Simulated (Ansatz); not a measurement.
Reaction (atomization): `BB(O)Br` → 2 B• + Br• + 3 H• + O•

Computed with Ansatz on PBE0-D4/def2-TZVP structures; ΔE is electronic, products minus reactants. CCSD(T)/CBS is the MP2 limit (def2-TZVPP, def2-QZVPP) plus CCSD(T) − MP2 in def2-TZVPP, frozen cores. This one scheme is used for every species, atoms too. DFT in def2-TZVPP. B3LYP here is the variant with VWN-RPA as its local correlation; programs differ in this. HSE06 is defined as in plane-wave codes. Open shells (•) are unrestricted, without spin–orbit coupling. Spin–orbit coupling would lower the free atoms: a little for B, O; clearly for Br. Bonds to Br are less sure, by a few kJ/mol each and by 10 to 20 or more in all where they break to atoms, as the def2 sets lack core-valence functions. Scalar relativity is left out up to krypton. Each species was taken in one conformer, which may not be the lowest.

| level | ΔE (kcal/mol) | difference from CCSD(T)/CBS |
| --- | --- | --- |
| LDA (SPW92) | 692.7 | 90.8 |
| revPBE-D4 | 601.3 | -0.6 |
| BLYP-D4 | 604.0 | 2.1 |
| r2SCAN-D4 | 611.9 | 10.0 |
| B97M-V | 608.0 | 6.1 |
| PBE0-D4 | 607.1 | 5.2 |
| B3LYP-D4 | 604.6 | 2.7 |
| r2SCANh-D4 | 607.4 | 5.5 |
| r2SCAN0-D4 | 601.1 | -0.8 |
| HSE06-D4 | 607.6 | 5.7 |
| BHLYP-D4 | 588.2 | -13.7 |
| CAM-B3LYP-D4 | 606.8 | 4.9 |
| ωB97X-V | 603.8 | 1.9 |
| ωB97M-V | 605.6 | 3.7 |
| B2PLYP | 599.4 | -2.5 |
| PBE-QIDH | 603.2 | 1.3 |
| PBE | 615.2 | 13.3 |
| revPBE | 592.4 | -9.5 |
| BLYP | 597.3 | -4.6 |
| r2SCAN | 611.2 | 9.3 |
| PBE0 | 604.6 | 2.7 |
| r2SCANh | 606.7 | 4.8 |
| r2SCAN0 | 600.2 | -1.7 |
| HSE06 | 605.3 | 3.4 |
| BHLYP | 584.3 | -17.6 |
| LC-ωPBE | 602.1 | 0.2 |
| HF/def2-SVP | 466.2 | -135.7 |
| MP2/def2-SVP | 589.8 | -12.1 |
| CCSD(T)/def2-SVP | 573.7 | -28.2 |
| HF/def2-TZVPP | 458.1 | -143.8 |
| MP2/def2-TZVPP | 604.4 | 2.5 |
| SCS-MP2/def2-TZVPP | 596.2 | -5.7 |
| CCSD/def2-TZVPP | 577.6 | -24.3 |
| CCSD(T)/def2-TZVPP | 586.7 | -15.2 |
| HF/def2-QZVPP | 458.4 | -143.5 |
| MP2/def2-QZVPP | 613.3 | 11.4 |
| SCS-MP2/def2-QZVPP | 605.8 | 3.9 |
| HF/CBS(def2) | 458.4 | -143.5 |
| MP2/CBS(def2) | 619.6 | 17.7 |
| CCSD/CBS(def2) | 592.8 | -9.1 |
| CCSD(T)/CBS | 601.9 | 0 |

Largest T1 diagnostic among the species: 0.014.

From r2SCAN to r2SCAN0 (25 % exact exchange), in def2-TZVPP and without D4, ΔE moves by −10.9 kcal/mol: exact exchange takes away binding that semilocal exchange gives to molecules. Leaving LDA and LC-ωPBE aside and taking each functional with its dispersion term where it has one, the values, not all of them listed here, spread over 30.1 kcal/mol, from BHLYP-D4 to PBE-D4. LDA lies +77.5 kcal/mol from PBE without D4, its usual overbinding. The D4 term adds +4.9 kcal/mol with B3LYP and +2.5 kcal/mol with PBE0; it sums over pairs of atoms, weighted by their polarisabilities, and B3LYP, whose exchange is more repulsive, gets the larger term.

For atomizations the MP2-based limit and the directly extrapolated one differ by several kJ/mol either way, and by 10 to 25 for some Ge, Se and Sn compounds, so smaller differences from it don't rank the levels.
